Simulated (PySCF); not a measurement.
Zn(SeH)(OSiH3) (H4OSeSiZn), SMILES [SeH][Zn][O][SiH3]. Geometry optimised at PBE-D3(BJ)/def2-SVP. The structure was generated by enumeration; whether it is a known compound was not checked. The values are those of a single conformer.

Computed equilibrium geometry at PBE-D3(BJ)/def2-SVP (PySCF confirms it by a frequency run) as a Z-matrix (one conformer of several):
```
O
Si 1 1.6626
Zn 1 1.7850 2 134.93
H 2 1.5050 1 109.09 3 -179.84
H 2 1.5123 4 108.06 1 -122.31
H 2 1.5125 4 108.02 5 -115.49
Se 3 2.2794 2 162.25 4 -177.96
H 7 1.4878 3 89.98 2 -85.05
```
Charge 0, spin multiplicity 1.
